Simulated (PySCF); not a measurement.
**WS₂²⁺: bending curve**

These are results of PBE0/[W def2-TZVP with ECP60, S def2-TZVP], scalar-relativistic core potentials, density fitting, no spin–orbit coupling, PySCF, not measurements.

Rigid scan from the singlet minimum (W–S 2.064 Å (×2); S–W–S 104.0°). Coordinate: the S–W–S angle, bonds fixed. Energies in kJ/mol from the minimum.

```
bond angle (°)  E (kJ/mol)  dipole size (D, about the centre of mass)
            80       134.4                                       0.05
            90        40.5                                       0.14
           100         2.9                                       0.38
           110         6.0                                       0.66
           120        39.0                                       0.97
           130        95.1                                       1.27
           140       169.1                                       1.55
           150       256.7                                       1.78
           160       352.7                                       1.91
           170       450.7                                       1.83
```

Spin–orbit coupling, left out here, can matter for elements this heavy.

Other isomers or separated fragments may lie lower.

The scan took 19 s on 2 threads of a shared Arm Neoverse V1 host; the process peaked at 1 GiB.
